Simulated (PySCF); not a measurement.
**Continuum solvent and chemical shifts**

Atom-mapped SMILES (the numbers label the heavy atoms): `[CH:1]#[C:2][C@@H:3]1[CH2:4][C@@H:5]([F:6])[CH2:7][S:8][S:9]1`; H(Xn) means a hydrogen on atom n. Ha(C4), Ha(C7) are cis to C2 on the ring; Hb(C4), Hb(C7) are trans to C2 on the ring.

GIAO PBE0/pcSseg-1 in PySCF 2.14.0 with density-fitted response routines on one PBE0-D3(BJ)/def2-SVP conformer, non-relativistic, equivalent nuclei averaged. Solvents enter as an IEF-PCM continuum (chloroform with ε = 4.7, dichloromethane with ε = 8.9) around the gas-phase geometry. Shifts are referred to TMS, CFCl3, CS2 computed in the same medium.

In chloroform, δ in ppm: C5 87.4, C2 86.3, C1 82.1, C3 42.7, C7 42.4, C4 41.6, F6 -189.2, S9 119.7, S8 25.5, H(C5) 4.74, H(C3) 3.85, Ha(C7) 2.96, H(C1) 2.72, Hb(C7) 2.70. Dipole moment 1.49 D.

(1) How does each δ change in the more polar medium?

(2) Which nuclei move most (in ppm), and what does the model miss?

## Answers

(1) 
```json
{"atoms": "C5", "environment": "sp3 CH bonded to F", "Δδ, dichloromethane": "+0.3"}
{"atoms": "C2", "environment": "alkyne carbon", "Δδ, dichloromethane": "+0.4"}
{"atoms": "C1", "environment": "terminal alkyne carbon", "Δδ, dichloromethane": "+0.2"}
{"atoms": "C3", "environment": "propargylic sp3 CH bonded to S", "Δδ, dichloromethane": "+0.2"}
{"atoms": "C7", "environment": "sp3 CH2 bonded to S", "Δδ, dichloromethane": "0.0"}
{"atoms": "C4", "environment": "sp3 CH2 in a ring", "Δδ, dichloromethane": "0.0"}
{"atoms": "F6", "environment": "fluorine on an sp3 carbon", "Δδ, dichloromethane": "-0.4"}
{"atoms": "S9", "environment": "disulfide sulfur", "Δδ, dichloromethane": "-2.0"}
{"atoms": "S8", "environment": "disulfide sulfur", "Δδ, dichloromethane": "-1.8"}
{"atoms": "H(C5)", "environment": "hydrogen on an sp3 CH bonded to F", "Δδ, dichloromethane": "+0.01"}
{"atoms": "H(C3)", "environment": "hydrogen on a propargylic sp3 CH bonded to S", "Δδ, dichloromethane": "+0.06"}
{"atoms": "Ha(C7)", "environment": "hydrogen on an sp3 CH2 bonded to S", "Δδ, dichloromethane": "+0.04"}
{"atoms": "H(C1)", "environment": "hydrogen on a terminal alkyne carbon", "Δδ, dichloromethane": "+0.06"}
{"atoms": "Hb(C7)", "environment": "hydrogen on an sp3 CH2 bonded to S", "Δδ, dichloromethane": "+0.02"}
```

Changes are relative to chloroform. The dipole moment becomes 1.58 D in dichloromethane.

(2) S9 (disulfide sulfur, -2.0 ppm) in dichloromethane. A continuum only polarises the solute; specific hydrogen bonds, the anisotropy of aromatic solvents and changes of geometry or conformer are outside it.
